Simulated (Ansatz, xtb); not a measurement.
**C4H2BrClN2: 3 structures ranked**

3 gas-phase structures of C4H2BrClN2, from a drawn sample of its isomers (lower ones may exist). Each was relaxed with GFN2-xTB:

A. `Clc1nccnc1Br`, a singlet
B. `Clc1cncc(Br)n1`, a singlet
C. `Clc1cnc(Br)cn1`, a singlet

Task: Estimate their order in r2SCAN-D4/def2-SVP energy at these geometries, lowest first.

Result: Calculated order at r2SCAN-D4/def2-SVP: B (0.0), C (0.4), A (0.9) kcal/mol. Less than 1 kcal/mol parts B and C; C and A, so the order within those pairs means little.

Energies above the lowest of each column, in kcal/mol; the last columns are at PBE0-D3(BJ)/def2-SVP geometries:

```
structure  GFN2-xTB  HF/STO-3G  r2SCAN-D4/def2-SVP  PBE0-D3(BJ)/def2-SVP  CCSD(T)/def2-SVP + ΔMP2/def2-TZVPP
        B       0.0        0.2                 0.0                   0.0                                 0.0
        C       0.5        0.0                 0.4                   0.2                                 0.1
        A       1.0        1.3                 0.9                   0.9                                 1.5
```

Every level run on B puts it lowest or level with the lowest. ΔMP2 is the change of the MP2 energy from the smaller to the larger basis.

Programs: Ansatz 0.2.0, xtb 6.7.1.
